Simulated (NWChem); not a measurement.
## Lowest excitation of F₂Ge

```xyz
3

Ge     0.0000     0.0000    -0.4160
F      1.3105     0.0000     0.7395
F     -1.3105     0.0000     0.7395
```
Charge 0, spin multiplicity 1.

All runs are NWChem calculations. All single points use one geometry, from PBE0/def2-SVP, a minimum by its harmonic frequencies.

Basis set: def2-SVPD.

The Hamiltonian is non-relativistic. The correlated methods keep 11 core orbitals frozen. B3LYP has NWChem's definition, with VWN1-RPA local correlation. The structure started from a generated list of species. Coupled-cluster values serve here as a point of comparison, not as the truth.

Task: For the lowest vertical singlet excitation energy, TD-B3LYP gives 5.43 eV and EOM-CCSD gives 5.62 eV. What do CIS, TD-LDA (SVWN5), TD-PBE give?

Result: CIS: 6.12 eV; TD-LDA (SVWN5): 5.22 eV; TD-PBE: 5.19 eV.
